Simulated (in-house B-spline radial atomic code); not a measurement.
## RPA and G0W0 on Hartree-Fock: Rh15+

Configuration [Ar] 3d10 4s2, mean-field start Hartree-Fock. Computed with a B-spline radial code for spherical atoms: all electrons, non-relativistic, point nucleus, each spin shell either full or empty, empty states to l = 9 with an (l + 1/2)⁻⁴ tail; G0W0 by contour deformation at full frequency.

Without relativity these are model numbers: it shifts the levels of so heavy an element strongly and can reorder them.

Command:
```bash
python run_gw.py task.json out
```
Settings (radii: box in bohr, nucleus in fm):
```
Z                        45
electrons                30
configuration            [Ar] 3d10 4s2
hamiltonian              nr
method                   hf
lmax                     9
spin_polarised           False
box_radius               5
intervals                48
ion_configuration        [Ar] 3d10 4s1
```

Cost of the run: 4.5 s on 1 thread of Arm Neoverse N1, on a shared host.

Energies (hartree):

| term | value |
| --- | --- |
| mean-field total | -4605.82707 |
| Hartree-Fock functional on these orbitals | -4605.82707 |
| direct second order | -2.3851 |
| second-order exchange | 0.694 |
| SOSEX correction | 0.66126 |

Problem. What is the RPA correlation energy, and what remains with SOSEX?

Solution. RPA gives -2.2074 hartree (-2 eV per electron); RPA + SOSEX gives -1.5461, and the second-order doubles (MP2) -1.6911 hartree. RPA lacks exchange-type terms and so overcorrelates at short range.

Quasi-particle levels (eV):

| level | occupied | mean field | Σx - vxc | Σc | QP weight | G0W0 |
| --- | --- | --- | --- | --- | --- | --- |
| 4s | yes | -378.68 | 0.00 | ? | ? | ? |
| 3d | yes | -680.68 | 0.00 | 2.54 | 0.986 | -678.14 |
| 4p | no | -324.72 | 0.00 | -1.98 | 0.984 | -326.70 |

G0W0 = mean field + (Σx - vxc) + Σc, with Σc (partial-wave tail included) taken at the quasi-particle energy. Only the outer levels were computed. Levels of low weight are left out.

Problem. Where does G0W0 put 4s?

Solution. At -381.66 eV, with Σc = -2.97 eV and a quasi-particle weight of 0.984. The tabulated removal energy is 389.3 ± 0.5 eV (NIST, tabulated theory); the calculation leaves out relativity, Breit and QED terms, and what these don't explain is the method's own error.

Problem. What does it cost to remove one electron (to [Ar] 3d10 4s1) by differences of total energies, each species on its own start (correlation terms add to the Hartree-Fock functional)?

Solution. Hartree-Fock functional 378.48 eV, + RPA 381.28 eV, + RPA + SOSEX 380.62 eV, + second order 381.17 eV. Tabulated: 389.3 ± 0.5 eV (NIST, tabulated theory); the calculation leaves out relativity, Breit and QED terms, and what these don't explain is the method's own error.
